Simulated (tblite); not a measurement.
Compound: C8H10Si.
Geometry (GFN2-xTB, Å), atoms numbered from 1 in this order:
```
atom  x, y, z in Å
C1     4.1841    0.6246    0.9103
C2     3.1033    0.3958    0.4374
C3     1.8408    0.0991   -0.1173
C4     0.7412    0.8674    0.0289
Si5   -0.7014    0.0555   -0.8677
C6    -2.1206   -0.4887    0.2793
C7    -2.8753    0.6975    0.8665
C8     0.4455   -1.3536   -1.3809
C9     1.6708   -1.1282   -0.9018
H10    5.1245    0.8332    1.3261
H11    0.7685    1.7896    0.5856
H12   -1.1868    0.8407   -2.0102
H13   -1.7286   -1.1019    1.0925
H14   -2.8171   -1.1158   -0.2788
H15   -3.6834    0.3613    1.5147
H16   -3.3060    1.3083    0.0764
H17   -2.2074    1.3245    1.4526
H18    0.2148   -2.2235   -1.9722
H19    2.5235   -1.7766   -1.0489
```

Level: GFN2-xTB in tblite, geometry and Hessian alike; calculated harmonic values, unscaled, isolated species. Against measured fundamentals such values can be off by several per cent, at times by over 20. Modes of hydrogen on silicon can be 10 to 20 % off. One conformer, not necessarily the lowest.

Harmonic wavenumbers (cm⁻¹): 42.6, 73.0, 96.9, 134.8, 154.3, 231.8, 267.4, 315.3, 342.7, 412.9, 445.5, 523.8, 542.5, 576.9, 616.8, 654.9, 658.5, 697.4, 735.0, 768.2, 776.3, 784.3, 823.4, 895.0, 914.2, 982.1, 1020.8, 1078.1, 1110.8, 1116.2, 1223.9, 1239.7, 1285.2, 1319.1, 1418.8, 1478.4, 1510.7, 1512.8, 1547.6, 1608.4, 2212.0, 2243.6, 2971.9, 2984.4, 3011.3, 3031.0, 3037.5, 3059.7, 3096.9, 3099.4, 3392.6.

A = 2991, B = 770.5, C = 658.3 MHz; mass 134.055 u (most abundant isotopes); point group C1, symmetry number 1.

Task: What is the zero-point energy?

Result: ½Σν̃ = 32039 cm⁻¹ = 91.60 kcal/mol.

Task: Entropy at 273.15 K, 1 bar (ideal gas, RRHO, classical rotation)?

Result: Translation 40.18, rotation 29.48, vibration 28.23: S = 97.9 cal/(mol K).

Task: And Cp and H(273.15 K) − H(0)?

Result: Cp = 38.69 cal/(mol K), of which vibrations give 30.74 (their classical limit is 51 R = 101.3); H(273.15 K) − H(0) = 6.30 kcal/mol without the zero-point energy, 4.13 from vibrations.

Task: What must be added to the electronic energy to get the Gibbs energy at 273.15 K and 1 bar?

Result: ZPE + [H(273.15 K) − H(0)] − T·S = 91.60 + 6.30 − 26.74 = 71.16 kcal/mol.

Task: Blend soft modes into free rotors: weight 1/[1 + (100 cm⁻¹/ν̃)⁴] for the oscillator and the rest for a rotor with moment μB/(μ + B), μ = h/(8π²ν), B = 10⁻⁴⁴ kg m². What vibrational entropy results?

Result: 25.96 cal/(mol K) in place of 28.23, which changes −T·S at 273.15 K by +0.62 kcal/mol.

Hindered rotation and anharmonicity are outside this model. Other conformers, if any are populated, would add a mixing term that is left out. The structure is chiral; the term R ln 2 for an equal mix with its mirror image is left out.
